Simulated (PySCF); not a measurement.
SiH₂ + 3 F₂ → SiF₄ + 2 HF

Level: PBE0 in the def2-TZVP basis family, all electrons, no relativity, computed in PySCF with density fitting; open shells unrestricted.

```csv
species,state and structure,E (Eh),ZPE (kJ/mol),H(298 K) − H(0) (kJ/mol),S° (J/(mol K))
SiH₂,"singlet, C2v, Si–H 1.526 Å (×2); H–Si–H 91.1°",-290.48614,30.6,10.0,207.5
F₂,"singlet, D∞h, F–F 1.376 Å",-199.40856,6.6,8.7,201.9
SiF₄,"singlet, Td, Si–F 1.562 Å (×4)",-688.83677,33.4,15.4,283.2
HF,"singlet, C∞v, H–F 0.920 Å",-100.39188,24.9,8.7,173.6
```

Problem. What is the electronic reaction energy?

Solution. At PBE0/def2-TZVP, ΔE = -2385.8 kJ/mol from the differences of the total energies times 2625.5, downhill. 

Problem. Add zero-point, thermal and entropy terms for 298.15 K and 1 bar.

Solution. ΔZPE = 32.8 and Δ[H(298) − H(0)] = -3.3 kJ/mol give ΔH° = -2356.3 kJ/mol. ΔS° = -182.8 J/(mol K), so ΔG° = -2356.3 − 298.15 × (-0.1828) = -2302 kJ/mol.

Each species is the lowest minimum found with this bonding; other isomers or fragments can lie lower.
